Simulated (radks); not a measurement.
Tb63+, configuration [He]. Method: Dirac Kohn-Sham, relativistic LDA (MacDonald-Vosko exchange, VWN5 correlation), spin-unpolarised, spherical densities, finite nucleus; Fermi nuclear charge, rms radius 5.06 fm; computed with a radial shooting solver on a logarithmic mesh with Libxc functionals.

Radial electron density D(r) = 4 pi r^2 rho(r):

| r (bohr) | D(r) (e/bohr) |
|---|---|
| 0.0008493 | 2.889 |
| 0.001021 | 3.910 |
| 0.001237 | 5.334 |
| 0.001499 | 7.234 |
| 0.001802 | 9.620 |
| 0.002183 | 12.84 |
| 0.002624 | 16.77 |
| 0.003179 | 21.89 |
| 0.003821 | 27.86 |
| 0.00463 | 35.19 |
| 0.00561 | 43.48 |
| 0.006744 | 51.93 |
| 0.008171 | 60.56 |
| 0.009822 | 67.67 |
| 0.0119 | 72.58 |
| 0.01442 | 73.56 |
| 0.01733 | 69.89 |
| 0.021 | 61.13 |
| 0.02525 | 48.98 |
| 0.03059 | 34.56 |
| 0.03706 | 21.09 |
| 0.04455 | 11.15 |
| 0.05398 | 4.660 |
| 0.06489 | 1.590 |
| 0.07862 | 0.3828 |
| 0.0945 | 0.06902 |
| 0.1145 | 0.007446 |
| 0.1387 | 0.0004671 |

D(r) has 1 maximum, at r = 0.0136 bohr.
